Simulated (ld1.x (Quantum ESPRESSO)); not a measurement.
# Building the ultrasoft potential for niobium (LDA (PZ), scalar-relativistic).

Input for ld1.x (Quantum ESPRESSO) 7.5:

```
&input
   title='Nb', zed=41., rel=1, dft='PZ', iswitch=3,
   config='[Kr] 4d3 4f-2 5s2 5p0',
   nld=4, rlderiv=2.70, eminld=-6.0, emaxld=5.0, deld=0.02
 /
 &inputp
   pseudotype=3, tm=.true., lloc=-1, rcloc=2.15,
   nlcc=.true., new_core_ps=.true., rcore=0.80,
   file_pseudopw='Nb.UPF', file_wfcaegen='ae.wfc', file_wfcncgen='nc.wfc', file_beta='beta', file_chi='chi', file_wfcusgen='us.wfc'
 /
8
4S  1  0   2.00   0.00  1.50  1.75  0.0
5S  2  0   2.00   0.00  1.50  1.75  0.0
4P  2  1   6.00   0.00  1.70  2.20  0.0
5P  3  1   0.00   0.00  1.70  2.20  0.0
4D  3  2   3.00   0.00  2.15  2.50  0.0
4D  3  2   0.00   2.50  2.15  2.50  0.0
4F  4  3  -2.00  -0.10  1.85  2.20  0.0
4F  4  3  -2.00   0.95  1.85  2.20  0.0
 &test
   configts(1)='4s2 4p6 4d3 5s2 5p0'
 /
```

Command:

```bash
ld1.x < Nb.in > Nb.out
```

Resulting log (shortened: banner, matrices, multipoles, cross overlaps and the repeated all-electron block are left out):

```
Program LD1 v.7.5
     --------------------------- All-electron run ----------------------------

     Nb
     scalar relativistic calculation

     atomic number is 41.00
     dft =PZ   lsd =0 sic =0 latt =0  beta=0.20 tr2=1.0E-14
     Exchange-correlation= PZ
                           (   1   1   0   0   0   0   0)
     mesh =1227 r(mesh) = 100.62774 a.u. xmin = -7.00 dx = 0.01250
     1 Ry =  13.60569312 eV, c = 137.03599908

     n l     nl                  e(Ry)          e(Ha)          e(eV)
     1 0     1S 1( 2.00)     -1380.6198      -690.3099    -18784.2891
     2 0     2S 1( 2.00)      -193.3298       -96.6649     -2630.3856
     2 1     2P 1( 6.00)      -172.7815       -86.3907     -2350.8115
     3 0     3S 1( 2.00)       -32.3704       -16.1852      -440.4216
     3 1     3P 1( 6.00)       -25.6546       -12.8273      -349.0488
     4 0     4S 1( 2.00)        -4.4720        -2.2360       -60.8444
     4 1     4P 1( 6.00)        -2.7096        -1.3548       -36.8654
     3 2     3D 1(10.00)       -14.6397        -7.3198      -199.1832
     4 2     4D 1( 3.00)        -0.3512        -0.1756        -4.7780
     5 0     5S 1( 2.00)        -0.3575        -0.1787        -4.8637
     5 1     5P 1( 0.00)        -0.1147        -0.0573        -1.5602

     final scf error:  8.0E-15 reached in  41 iterations

     Etot =   -7631.130418 Ry,   -3815.565209 Ha, -103826.818651 eV

     Ekin =    7854.983891 Ry,    3927.491945 Ha,  106872.500307 eV
     Encl =  -18386.254075 Ry,   -9193.127038 Ha, -250157.730628 eV
     Eh   =    3129.013800 Ry,    1564.506900 Ha,   42572.401537 eV
     Exc  =    -228.874034 Ry,    -114.437017 Ha,   -3113.989867 eV

     normalization and overlap integrals

     s(1S/1S) =  1.000000  <r> =   0.0361  <r2> =    0.0018  r(max) =   0.0235
     s(2S/2S) =  1.000000  <r> =   0.1582  <r2> =    0.0295  r(max) =   0.1335
     s(2P/2P) =  1.000000  <r> =   0.1378  <r2> =    0.0232  r(max) =   0.1066
     s(3S/3S) =  1.000000  <r> =   0.4441  <r2> =    0.2261  r(max) =   0.3961
     s(3P/3P) =  1.000000  <r> =   0.4464  <r2> =    0.2322  r(max) =   0.3912
     s(4S/4S) =  1.000000  <r> =   1.1539  <r2> =    1.5112  r(max) =   1.0242
     s(4P/4P) =  1.000000  <r> =   1.2938  <r2> =    1.9232  r(max) =   1.1179
     s(3D/3D) =  1.000000  <r> =   0.4333  <r2> =    0.2265  r(max) =   0.3325
     s(4D/4D) =  1.000000  <r> =   2.0502  <r2> =    5.2257  r(max) =   1.4717
     s(5S/5S) =  1.000000  <r> =   3.5231  <r2> =   14.2011  r(max) =   2.9637
     s(5P/5P) =  1.000000  <r> =   4.8743  <r2> =   27.6776  r(max) =   3.9508

     ------------------------ End of All-electron run ------------------------

     --------------------- Generating US pseudopotential ---------------------

      Generating local potential from pseudized AE potential:
      Matching radius rcloc =   2.1500

      Local pseudo, rcloc= 2.141 Estimated cut-off energy=     5.42 Ry

      Computing core charge for nlcc:

       r > 0.81 : true rho core
      Core charge pseudized with two Bessel functions
      Integrated core pseudo-charge :  13.11

      Wfc   4S  rcut= 1.509  Using Troullier-Martins method
      Wfc-us  4S rcutus= 1.753  Estimated cut-off energy=    17.55 Ry

      Wfc   5S  rcut= 1.509  Using Troullier-Martins method
      Wfc-us  5S rcutus= 1.753  Estimated cut-off energy=    34.93 Ry

      Wfc   4P  rcut= 1.710  Using Troullier-Martins method
      Wfc-us  4P rcutus= 2.196  Estimated cut-off energy=    17.85 Ry

      Wfc   5P  rcut= 1.710  Using Troullier-Martins method
      Wfc-us  5P rcutus= 2.196  Estimated cut-off energy=    33.45 Ry

      Wfc   4D  rcut= 2.141  Using Troullier-Martins method
      Wfc-us  4D rcutus= 2.488  Estimated cut-off energy=    18.73 Ry

      Wfc   4D  rcut= 2.141  Using Troullier-Martins method
      Wfc-us  4D rcutus= 2.488  Estimated cut-off energy=    16.73 Ry

      Wfc   4F  rcut= 1.843  Using Troullier-Martins method
      Wfc-us  4F rcutus= 2.196  Estimated cut-off energy=    29.20 Ry

      Wfc   4F  rcut= 1.843  Using Troullier-Martins method
      Wfc-us  4F rcutus= 2.196  Estimated cut-off energy=    30.25 Ry

     ------------------- End of pseudopotential generation -------------------

     Computing logarithmic derivative in   2.69850

       Warning: n=1, l=0 expected 0 nodes, found 1
       Setting wfc to zero for this iteration
       (This warning will only be printed once per wavefunction)

       Warning: n=2, l=1 expected 0 nodes, found 1
       Setting wfc to zero for this iteration
       (This warning will only be printed once per wavefunction)

       Warning: n=3, l=1 expected 1 nodes, found 2
       Setting wfc to zero for this iteration
       (This warning will only be printed once per wavefunction)

       Zero norm: self consistency problem; state:  5 (l=  1, j=0.0)
     Computing logarithmic derivative in   2.69850
     Computing the partial wave expansion
     R is outside the sphere for l=    0 j= 0.00
     R is outside the sphere for l=    0 j= 0.00
     R is outside the sphere for l=    1 j= 0.00
     R is outside the sphere for l=    1 j= 0.00
     R is outside the sphere for l=    2 j= 0.00
     R is outside the sphere for l=    2 j= 0.00
     R is outside the sphere for l=    3 j= 0.00
     R is outside the sphere for l=    3 j= 0.00

     ---------------------- Testing the pseudopotential ----------------------

     Nb
     scalar relativistic calculation

     atomic number is 41.00   valence charge is 13.00
     dft =PZ   lsd =0 sic =0 latt =0  beta=0.20 tr2=1.0E-14
     mesh =1227 r(mesh) = 100.62774 xmin = -7.00 dx = 0.01250

     n l     nl             e AE (Ry)        e PS (Ry)    De AE-PS (Ry)
     1 0     4S   1( 2.00)       -4.47198       -4.60790        0.13592  !
     2 1     4P   1( 6.00)       -2.70956       -2.83374        0.12419  !
     3 2     4D   1( 3.00)       -0.35118       -0.43993        0.08875  !
     2 0     5S   1( 2.00)       -0.35747       -0.30823       -0.04925  !
     3 1     5P   1( 0.00)       -0.11467       -0.11467        0.00000

     eps = 3.8E-16  iter = 32

     Etot =   -7631.130418 Ry,   -3815.565209 Ha, -103826.818651 eV
     Etotps =  -156.957924 Ry,     -78.478962 Ha,   -2135.521347 eV

     Ekin =      29.111279 Ry,      14.555640 Ha,     396.079133 eV
     Encl =    -214.154595 Ry,    -107.077297 Ha,   -2913.721696 eV
     Ehrt =      89.367692 Ry,      44.683846 Ha,    1215.909397 eV
     Ecxc =     -58.323279 Ry,     -29.161640 Ha,    -793.528638 eV
     (Ecc =     -42.651791 Ry,     -21.325896 Ha,    -580.307185 eV)
     Epseu=      -2.959022 Ry,      -1.479511 Ha,     -40.259543 eV

     ---------------------- End of pseudopotential test ----------------------
```

Generation and configuration tests took about 2.7 s on one core of a shared server CPU.

Transferability test of the new file with ld1.x, input:

```
&input
   title='Nb', zed=41., rel=1, dft='PZ', iswitch=2,
   config='[Kr] 4d3 4f-2 5s2 5p0'
 /
 &test
   file_pseudo='Nb.UPF', nconf=10,
   configts(1)='4s2 4p6 4d3 5s2 5p0',
   configts(2)='4s2 4p6 4d4 5s1 5p0',
   configts(3)='4s2 4p6 4d4 5s0 5p0',
   configts(4)='4s2 4p6 4d3 5s0 5p0',
   configts(5)='4s2 4p6 4d1 5s0 5p0',
   configts(6)='4s2 4p6 4d4 5s0.5 5p0',
   configts(7)='4s2 4p6 4d3 5s1 5p0',
   configts(8)='4s2 4p6 4d4.5 5s0.5 5p0',
   configts(9)='4s2 4p6 4d3 5s2 5p0', lsdts(9)=1,
   configts(10)='4s2 4p6 4d4 5s1 5p0', lsdts(10)=1
 /
```

```bash
ld1.x < Nb.test.in > Nb.test.out
```

Pseudopotential blocks of its output, shortened (energy terms left out; the distinct warnings before each block abridged to one line each):

```
     Warning: n=1, l=0 expected 0 nodes, found 1
     Warning: n=2, l=1 expected 0 nodes, found 1
     Warning: n=3, l=1 expected 1 nodes, found 2
     ---------------------- Testing the pseudopotential ----------------------

     n l     nl             e AE (Ry)        e PS (Ry)    De AE-PS (Ry)
     1 0     4S   1( 2.00)       -4.47198       -4.60790        0.13592  !
     2 1     4P   1( 6.00)       -2.70956       -2.83374        0.12419  !
     3 2     4D   1( 3.00)       -0.35118       -0.43993        0.08875  !
     2 0     5S   1( 2.00)       -0.35747       -0.30823       -0.04925  !
     3 1     5P   1( 0.00)       -0.11467       -0.11467        0.00000

     eps = 3.8E-16  iter = 32

     Etot =   -7631.130418 Ry,   -3815.565209 Ha, -103826.818651 eV
     Etotps =  -156.957924 Ry,     -78.478962 Ha,   -2135.521347 eV

     ---------------------- End of pseudopotential test ----------------------

          ---------------------- Testing the pseudopotential ----------------------

     n l     nl             e AE (Ry)        e PS (Ry)    De AE-PS (Ry)
     1 0     4S   1( 2.00)       -4.29682       -4.35609        0.05928  !
     2 1     4P   1( 6.00)       -2.54375       -2.59382        0.05007  !
     3 2     4D   1( 4.00)       -0.23598       -0.26964        0.03366  !
     2 0     5S   1( 1.00)       -0.30884       -0.25117       -0.05768  !
     3 1     5P   1( 0.00)       -0.08998       -0.10347        0.01349  !

     eps = 3.8E-15  iter = 17

     Etot =   -7631.089184 Ry,   -3815.544592 Ha, -103826.257637 eV
     Etotps =  -157.029600 Ry,     -78.514800 Ha,   -2136.496547 eV
     dEtot_ae =       0.041234 Ry
     dEtot_ps =      -0.071676 Ry,   Delta E=       0.112910 Ry

     ---------------------- End of pseudopotential test ----------------------

          ---------------------- Testing the pseudopotential ----------------------

     n l     nl             e AE (Ry)        e PS (Ry)    De AE-PS (Ry)
     1 0     4S   1( 2.00)       -4.77450       -4.79082        0.01632  !
     2 1     4P   1( 6.00)       -3.02347       -3.03033        0.00686  !
     3 2     4D   1( 4.00)       -0.70195       -0.69923       -0.00272
     2 0     5S   1( 0.00)       -0.71540       -0.60982       -0.10558  !
     3 1     5P   1( 0.00)       -0.43483       -0.52744        0.09261  !

     eps = 9.4E-15  iter = 22

     Etot =   -7630.580857 Ry,   -3815.290429 Ha, -103819.341497 eV
     Etotps =  -156.601292 Ry,     -78.300646 Ha,   -2130.669121 eV
     dEtot_ae =       0.549561 Ry
     dEtot_ps =       0.356632 Ry,   Delta E=       0.192929 Ry

     ---------------------- End of pseudopotential test ----------------------

          ---------------------- Testing the pseudopotential ----------------------

     n l     nl             e AE (Ry)        e PS (Ry)    De AE-PS (Ry)
     1 0     4S   1( 2.00)       -5.58687       -5.63371        0.04684  !
     2 1     4P   1( 6.00)       -3.82303       -3.85754        0.03451  !
     3 2     4D   1( 3.00)       -1.42034       -1.43155        0.01122  !
     2 0     5S   1( 0.00)       -1.26415       -1.11370       -0.15044  !
     3 1     5P   1( 0.00)       -0.90677       -0.90677        0.00000

     eps = 6.1E-15  iter = 15

     Etot =   -7629.531570 Ry,   -3814.765785 Ha, -103805.065210 eV
     Etotps =  -155.548886 Ry,     -77.774443 Ha,   -2116.350410 eV
     dEtot_ae =       1.598848 Ry
     dEtot_ps =       1.409038 Ry,   Delta E=       0.189811 Ry

     ---------------------- End of pseudopotential test ----------------------

          ---------------------- Testing the pseudopotential ----------------------

     n l     nl             e AE (Ry)        e PS (Ry)    De AE-PS (Ry)
     1 0     4S   1( 2.00)       -7.60773       -7.74532        0.13759  !
     2 1     4P   1( 6.00)       -5.79677       -5.92244        0.12567  !
     3 2     4D   1( 1.00)       -3.20380       -3.26924        0.06544  !
     2 0     5S   1( 0.00)       -2.58224       -2.33223       -0.25002  !
     3 1     5P   1( 0.00)       -2.08529       -2.08529        0.00000

     eps = 3.5E-15  iter = 13

     Etot =   -7624.972995 Ry,   -3812.486497 Ha, -103743.042639 eV
     Etotps =  -150.917084 Ry,     -75.458542 Ha,   -2053.331537 eV
     dEtot_ae =       6.157423 Ry
     dEtot_ps =       6.040840 Ry,   Delta E=       0.116584 Ry

     ---------------------- End of pseudopotential test ----------------------

          ---------------------- Testing the pseudopotential ----------------------

     n l     nl             e AE (Ry)        e PS (Ry)    De AE-PS (Ry)
     1 0     4S   1( 2.00)       -4.52399       -4.56349        0.03950  !
     2 1     4P   1( 6.00)       -2.77208       -2.80218        0.03011  !
     3 2     4D   1( 4.00)       -0.45915       -0.47592        0.01677  !
     2 0     5S   1( 0.50)       -0.50656       -0.42712       -0.07943  !
     3 1     5P   1( 0.00)       -0.25626       -0.29414        0.03788  !

     eps = 5.3E-15  iter = 20

     Etot =   -7630.885974 Ry,   -3815.442987 Ha, -103823.492824 eV
     Etotps =  -156.860502 Ry,     -78.430251 Ha,   -2134.195855 eV
     dEtot_ae =       0.244444 Ry
     dEtot_ps =       0.097422 Ry,   Delta E=       0.147022 Ry

     ---------------------- End of pseudopotential test ----------------------

          ---------------------- Testing the pseudopotential ----------------------

     n l     nl             e AE (Ry)        e PS (Ry)    De AE-PS (Ry)
     1 0     4S   1( 2.00)       -4.99056       -5.08535        0.09479  !
     2 1     4P   1( 6.00)       -3.22824       -3.31086        0.08263  !
     3 2     4D   1( 3.00)       -0.85315       -0.90601        0.05287  !
     2 0     5S   1( 1.00)       -0.79358       -0.70050       -0.09308  !
     3 1     5P   1( 0.00)       -0.49282       -0.49282        0.00000

     eps = 9.8E-15  iter = 24

     Etot =   -7630.559261 Ry,   -3815.279630 Ha, -103819.047656 eV
     Etotps =  -156.457250 Ry,     -78.228625 Ha,   -2128.709334 eV
     dEtot_ae =       0.571158 Ry
     dEtot_ps =       0.500674 Ry,   Delta E=       0.070484 Ry

     ---------------------- End of pseudopotential test ----------------------

          ---------------------- Testing the pseudopotential ----------------------

     n l     nl             e AE (Ry)        e PS (Ry)    De AE-PS (Ry)
     1 0     4S   1( 2.00)       -4.22614       -4.25696        0.03082  !
     2 1     4P   1( 6.00)       -2.47666       -2.49901        0.02235  !
     3 2     4D   1( 4.50)       -0.19083       -0.20369        0.01286  !
     2 0     5S   1( 0.50)       -0.28901       -0.22653       -0.06248  !
     3 1     5P   1( 0.00)       -0.08049       -0.07525       -0.00523  !

     eps = 7.7E-15  iter = 17

     Etot =   -7631.046276 Ry,   -3815.523138 Ha, -103825.673833 eV
     Etotps =  -157.028087 Ry,     -78.514044 Ha,   -2136.475967 eV
     dEtot_ae =       0.084143 Ry
     dEtot_ps =      -0.070163 Ry,   Delta E=       0.154306 Ry

     ---------------------- End of pseudopotential test ----------------------

          ---------------------- Testing the pseudopotential ----------------------

     n l     nl             e AE (Ry)        e PS (Ry)    De AE-PS (Ry)
     1 0     4S   1( 1.00)       -4.50711       -4.64808        0.14097  !
     2 1     4P   1( 3.00)       -2.74986       -2.87772        0.12786  !
     3 2     4D   1( 3.00)       -0.39429       -0.48684        0.09255  !
     2 0     5S   1( 1.00)       -0.38053       -0.32583       -0.05471  !
     3 1     5P   1( 0.00)       -0.12578       -0.12578        0.00000
     1 0     4S   2( 1.00)       -4.40161       -4.53249        0.13088  !
     2 1     4P   2( 3.00)       -2.63434       -2.75513        0.12078  !
     3 2     4D   2( 0.00)       -0.28033       -0.36442        0.08410  !
     2 0     5S   2( 1.00)       -0.32313       -0.28378       -0.03935  !
     3 1     5P   2( 0.00)       -0.09986       -0.09986        0.00000

     eps = 9.0E-15  iter = 43

     Etot =   -7631.215346 Ry,   -3815.607673 Ha, -103827.974149 eV
     Etotps =  -157.048634 Ry,     -78.524317 Ha,   -2136.755517 eV
     dEtot_ae =      -0.084928 Ry
     dEtot_ps =      -0.090710 Ry,   Delta E=       0.005782 Ry

     ---------------------- End of pseudopotential test ----------------------

          ---------------------- Testing the pseudopotential ----------------------

     n l     nl             e AE (Ry)        e PS (Ry)    De AE-PS (Ry)
     1 0     4S   1( 1.00)       -4.32084       -4.38337        0.06252  !
     2 1     4P   1( 3.00)       -2.57483       -2.62671        0.05188  !
     3 2     4D   1( 4.00)       -0.27911       -0.31304        0.03393  !
     2 0     5S   1( 1.00)       -0.34343       -0.27947       -0.06396  !
     3 1     5P   1( 0.00)       -0.10829       -0.11101        0.00273
     1 0     4S   2( 1.00)       -4.19295       -4.24762        0.05467  !
     2 1     4P   2( 3.00)       -2.43137       -2.47932        0.04795  !
     3 2     4D   2( 0.00)       -0.10710       -0.13923        0.03213  !
     2 0     5S   2( 0.00)       -0.19523       -0.15192       -0.04331  !
     3 1     5P   2( 0.00)       -0.02423       -0.03150        0.00727  !

     eps = 3.0E-15  iter = 19

     Etot =   -7631.280920 Ry,   -3815.640460 Ha, -103828.866330 eV
     Etotps =  -157.216495 Ry,     -78.608247 Ha,   -2139.039379 eV
     dEtot_ae =      -0.150502 Ry
     dEtot_ps =      -0.258571 Ry,   Delta E=       0.108069 Ry

     ---------------------- End of pseudopotential test ----------------------
```
